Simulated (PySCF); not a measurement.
**Sulfur: a sound run and one with changed settings**

Sound run: S²⁺ [Ne] 3s2 3p2, S³⁺ [Ne] 3s2 3p1. Calculation: PySCF 2.14, in x2c-TZVPall; scalar relativity by spin-free X2C-1e. In the sound run the correlated levels freeze [Ne]. The sound run starts from symmetry-adapted Hartree-Fock orbitals and uses a fine grid where one is needed.

Changed run: basis STO-3G, all-electron and non-relativistic. This setting is unsound on purpose.

| species | method | sound run (hartree) | changed run (hartree) | converged |
| --- | --- | --- | --- | --- |
| S²⁺ | UHF | -397.41108 | -392.09347 | yes |
| S²⁺ | M06-2X | -397.96005 | -392.58060 | yes |
| S²⁺ | LDA | -396.55619 | -391.12834 | yes |
| S²⁺ | MP2 | -397.47637 | -392.10181 | yes |
| S²⁺ | CCSD(T) | -397.50082 | -392.10822 | yes |
| S³⁺ | UHF | -396.15648 | -390.80108 | yes |
| S³⁺ | M06-2X | -396.68656 | -391.26397 | yes |
| S³⁺ | LDA | -395.27489 | -389.80750 | yes |
| S³⁺ | MP2 | -396.20498 | -390.81823 | yes |
| S³⁺ | CCSD(T) | -396.22652 | -390.83050 | yes |

Ionisation energy of S²⁺:

```json
{"method": "UHF", "sound run (eV)": "34.139", "changed run (eV)": "35.168"}
{"method": "M06-2X", "sound run (eV)": "34.653", "changed run (eV)": "35.827"}
{"method": "LDA", "sound run (eV)": "34.866", "changed run (eV)": "35.942"}
{"method": "MP2", "sound run (eV)": "34.596", "changed run (eV)": "34.928"}
{"method": "SCS-MP2", "sound run (eV)": "34.503", "changed run (eV)": "34.880"}
{"method": "CCSD", "sound run (eV)": "34.645", "changed run (eV)": "34.768"}
{"method": "CCSD(T)", "sound run (eV)": "34.676", "changed run (eV)": "34.768"}
```

A minimal basis cannot let orbitals breathe on ionisation and holds almost no correlation. The Hamiltonian changed with the basis, so the totals do not compare.

For comparison, NIST gives 34.86 ± 0.04 eV between the lowest levels.
